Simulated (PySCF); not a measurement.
1,1,1,2-tetrafluoroethane, SMILES FCC(F)(F)F (PBE0/def2-SVP optimised geometry):

```
8

F     -0.121     1.624     0.000
C      0.351     0.352     0.000
C     -0.125    -0.377     1.238
F      0.302     0.214     2.351
F     -1.453    -0.440     1.291
F      0.352    -1.624     1.218
H      1.453     0.352     0.000
H     -0.016    -0.193    -0.885
```

Level of theory: PySCF with PBE0/def2-TZVP.

Question: What are the frontier orbital energies and the dipole moment?

Answer: HOMO-2 -12.06 eV, HOMO-1 -10.70 eV, HOMO -10.47 eV, LUMO 1.27 eV, LUMO+1 1.82 eV; dipole moment 1.94 D.

On the same geometry PBE/def2-TZVP run with PySCF 2.14.0 gives HOMO-2 -9.82 eV, HOMO-1 -8.78 eV, HOMO -8.60 eV, LUMO 0.25 eV, LUMO+1 0.87 eV; dipole moment 1.80 D.

Meta-Löwdin charges at PBE0/def2-TZVP: F1 -0.29, C2 0.05, C3 0.78, F4 -0.27, F5 -0.27, F6 -0.27, H7 0.14, H8 0.14.
